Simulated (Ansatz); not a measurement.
`C[S][Cd][F]` + H₂O → `[OH][Cd][F]` + CH₃SH at 600 K and 1 bar (formal hydrolysis of a Cd–S bond).

Isolated molecules relaxed with PBE0-D4/def2-TZVP in Ansatz; ΔE leaves out vibrations. CCSD(T)/CBS adds triple-zeta CCSD(T) − MP2 to the extrapolated MP2 energy (def2 sets, frozen cores). This one scheme is used for every species. Elements past krypton have def2 core potentials. For Cd outer-core shells are correlated without core-valence functions, which leaves a few kJ/mol of doubt a bond. One conformer a species, not always the lowest.

```
      species  CCSD(T)/CBS energy (Eh)  H − E (kJ/mol)  S (J/(mol·K))
`C[S][Cd][F]`               -705.17805           155.0          412.9
          H₂O                -76.37941            76.8          212.8
`[OH][Cd][F]`               -343.29729            71.4          333.2
        CH₃SH               -438.22835           152.3          296.8
```

H − E and S are ideal-gas, rigid-rotor, harmonic terms from PBE0-D4/def2-TZVP, for one conformer and one mirror image of each species. 1 Eh = 2625.50 kJ/mol, R = 8.31446 J/(mol·K).

Task: By hand: ΔE, ΔH, ΔS and ΔG.

Result: ΔE = (-343.29729) + (-438.22835) − (-705.17805) − (-76.37941) = 0.03182 Eh = 83.5 kJ/mol. Δ(H − E) = 71.4 + 152.3 − 155.0 − 76.8 = -8.1, so ΔH = 75.4 kJ/mol. ΔS = 333.2 + 296.8 − 412.9 − 212.8 = 4.3 J/(mol·K). ΔG = 75.4 − 600 × (4.3)/1000 = 72.8 kJ/mol.

Task: By hand: the equilibrium constant, and the temperature at which ΔG would vanish if ΔH and ΔS stayed fixed.

Result: log₁₀ K = −ΔG/(RT ln 10) = -6.3. ΔG = 0 at ΔH/ΔS = 17535 K, far beyond where these terms or the molecules hold.

The number of gas molecules stays the same, so ΔS is small and ΔH decides. A doubt of 5 kJ/mol in ΔE shifts log₁₀ K by 0.4 here. Other conformers and mirror images would add mixing entropy, several J/(mol·K) or more a flexible species. These are equilibria of isolated gas molecules and say nothing of rates. Largest T1 diagnostic: 0.017 (customary marks: 0.02 for closed shells, 0.045 for open ones).
